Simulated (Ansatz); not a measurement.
Pulling the pair apart

The pair of HBr (SMILES Br, atoms 1–2) and CO (SMILES [C-]#[O+], atoms 3–4), both closed shells, in one local arrangement (a lower one may exist), relaxed at PBE0-D4/def2-TZVP:

Br1  (0.128, 0.020, -2.517)
H2  (0.056, 0.010, -1.092)
C3  (-0.064, -0.010, 1.244)
O4  (-0.121, -0.020, 2.364)
(Å)

CO is shifted rigidly along the line between the mean atom positions of the two fragments (negative: closer). Counterpoise interaction energies in kcal/mol. Program: Ansatz 0.2.0. Basis: def2-TZVPPD. Cores are frozen in the correlated methods. Filled d shells of the heavier atoms are correlated. The def2 sets are not built for correlating such inner shells, so the correlated values are less sure here. B3LYP uses VWN-RPA correlation.

```tsv
shift (Å)	MP2	B3LYP-D4	PBE-D4
-0.38	-0.15	-0.23	-1.55
-0.19	-1.38	-1.37	-2.28
0.00	-1.81	-1.73	-2.39
0.19	-1.82	-1.70	-2.21
0.45	-1.58	-1.42	-1.80
0.94	-1.02	-0.86	-1.11
1.88	-0.42	-0.32	-0.42
3.77	-0.10	-0.09	-0.10
```

(1) What does CCSD(T) give at these shifts? (Judge from chemistry; the value comes from the calculation.)

No T1 diagnostic of these runs exceeds 0.012.

## Answers

(1) Computed: 0.75, -0.76, -1.37, -1.50, -1.36, -0.89, -0.35, -0.08 kcal/mol. For zero shift, CCSD(T) at an estimated basis limit (MP2 extrapolated from triple and quadruple zeta, plus CCSD(T) − MP2 in triple zeta) gives -1.66 kcal/mol. These are counterpoise interaction energies, counted from the two frozen fragments.

For scale, one of the runs: CCSD(T)/def2-TZVPPD, 151 basis functions, launched by `ansatz run in.yaml --threads 2 --pin off --events-out ev --progress --plain --max-ram 5222MiB`. Hardware: 2 CPU threads of an Arm Neoverse V1, shared host. Wall time 26 s; peak host memory 1 GiB.
